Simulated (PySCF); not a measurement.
**Magnetisability: [Ge4]4-, charge -4**

Geometry:
| atom | x (Å) | y (Å) | z (Å) |
| --- | --- | --- | --- |
| Ge1 | -0.146 | -0.652 | -1.434 |
| Ge2 | -0.827 | 1.347 | 0.056 |
| Ge3 | -0.552 | -1.005 | 1.089 |
| Ge4 | 1.525 | 0.309 | 0.289 |

Total charge -4.

Level of theory: GIAO BP86/def2-SVP magnetisability, rotational g tensor and spin-rotation constants, non-relativistic, gas phase (PySCF 2.14.0). Geometry: GFN2-xTB.

The calculation is non-relativistic, which matters for the atoms heavier than Zn. For an ion the centre-of-mass motion in the field is neglected. The highest occupied orbital is unbound at this level, so the values depend on the basis.

Task: How diamagnetic is it, and how anisotropic?

Result: Isotropic -3745 × 10⁻³⁰ J/T², or -225.5 × 10⁻⁶ cm³/mol; principal values -3747, -3746, -3741 × 10⁻³⁰ J/T², anisotropy 6 × 10⁻³⁰ J/T² (root of half the summed squared differences of the principal values). The susceptibility is in cgs units.

Task: Split it along the inertial axes a, b, c into diamagnetic and paramagnetic parts about the centre of mass, with the quadrupole moment.

Result: 
| axis | χ (10⁻⁶ cm³/mol) | diamagnetic (10⁻⁶ cm³/mol) | paramagnetic (10⁻⁶ cm³/mol) | summed x² of all electrons (Å²) | quadrupole Θ (D Å) |
| --- | --- | --- | --- | --- | --- |
| a | -225.3 | -1126.2 | 900.9 | 133.4 | -0.04 |
| b | -225.6 | -1128.9 | 903.3 | 132.7 | +0.02 |
| c | -225.6 | -1128.9 | 903.3 | 132.7 | +0.02 |

Anisotropies 2χaa − χbb − χcc = +0.7 and 2χbb − χaa − χcc = -0.3 × 10⁻⁶ cm³/mol. Θ is traceless in Buckingham's convention.

Task: And the rotational g tensor?

Result: 
```csv
axis,rotational constant (GHz),g,nuclear part,electronic part
a,1.0264,+0.0016,0.4360,-0.4344
b,1.0236,+0.0018,0.4361,-0.4344
c,1.0232,+0.0018,0.4360,-0.4342
```
Prolate top; isotopes 74Ge; no vibrational averaging.
